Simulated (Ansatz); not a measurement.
Reaction (redistribution): `B[SiH2]C#N` + `[SiH3]NCS` → `BCS` + `N#C[SiH2]N[SiH3]`

Gas-phase electronic energies from Ansatz, PBE0-D4/def2-TZVP geometries. CCSD(T)/CBS adds triple-zeta CCSD(T) − MP2 to the extrapolated MP2 energy (def2 sets, frozen cores). DFT in def2-TZVPP. B3LYP here is the variant with VWN-RPA as its local correlation; programs differ in this. One conformer a species, not always the lowest.

`B[SiH2]C#N`:

Cartesian coordinates in Å:
```
B 0.607 -1.176 -0.741
Si -0.049 0.638 -0.184
C -0.846 0.622 1.489
N -1.336 0.583 2.531
H 0.490 -2.146 -0.058
H 1.139 -1.281 -1.805
H -1.075 1.150 -1.129
H 1.070 1.611 -0.103
```

`[SiH3]NCS`:

```xyz
11

Si    0.774    0.962    1.170
N    -0.476   -0.098    0.623
C    -0.376   -0.894   -0.555
S    -0.792    0.092   -2.060
H     0.936    2.220    0.389
H     0.450    1.326    2.573
H     2.051    0.206    1.091
H    -1.427    0.119    0.881
H     0.644   -1.265   -0.658
H    -1.055   -1.747   -0.510
H    -0.728   -0.919   -2.943
```

`BCS`:

Cartesian coordinates in Å:
```
B 0.607 0.846 0.068
C -0.202 -0.330 -0.532
S -0.915 -1.570 0.578
H 0.625 1.080 1.242
H 1.197 1.570 -0.682
H 0.398 -0.847 -1.289
H -1.006 0.156 -1.109
H -0.705 -0.905 1.724
```

`N#C[SiH2]N[SiH3]`:

```xyz
11

N    -0.811   -3.316    0.169
C    -0.955   -2.182    0.318
Si   -1.172   -0.345    0.527
N    -0.207    0.540   -0.568
Si    1.427    1.084   -0.348
H    -2.611   -0.098    0.291
H    -0.763   -0.048    1.915
H    -0.586    0.641   -1.500
H     2.388    0.318   -1.183
H     1.743    0.885    1.087
H     1.545    2.521   -0.707
```

```
         level  ΔE (kJ/mol)
        PBE-D4       -137.9
      B3LYP-D4       -149.6
       ωB97X-V       -150.3
        B2PLYP       -155.4
           PBE       -138.0
         B3LYP       -149.7
 HF/def2-TZVPP       -160.3
CCSD/CBS(def2)       -157.2
```

Task: What does CCSD(T)/CBS give? (An estimate is asked.)

Result: The calculation gave: -155.8 kJ/mol. The listed levels differ from it by 17.9, 6.2, 5.5, 0.4, 17.8, 6.1, -4.5, -1.4 kJ/mol.

Largest T1 diagnostic among the species: 0.013.

From PBE to PBE0 (25 % exact exchange), in def2-TZVPP and without D4, ΔE moves by −7.4 kJ/mol.
